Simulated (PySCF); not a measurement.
A structure optimised at B3LYP-D3(BJ)/def2-SVP, used in a PySCF frequency run:

```
Ge
H 1 1.5449
H 1 1.5474 2 108.70
C 1 2.0295 2 114.82 3 -133.17
N 4 1.2832 1 109.46 2 -111.27
H 4 1.1073 5 120.79 1 179.61
Si 5 1.7974 4 104.12 6 177.02
H 7 1.4868 5 112.18 4 -119.83
Cl 7 2.0757 8 107.30 5 123.74
```
Charge 0, spin multiplicity 1.

**Question.** Write its SMILES and formula.

**Answer.** Cl[Si@H]1N=[CH][GeH2]1, CH4ClGeNSi

**Question.** What are its rotational constants (standard atomic weights)?

**Answer.** 3.8599, 1.1896, 1.0048 GHz
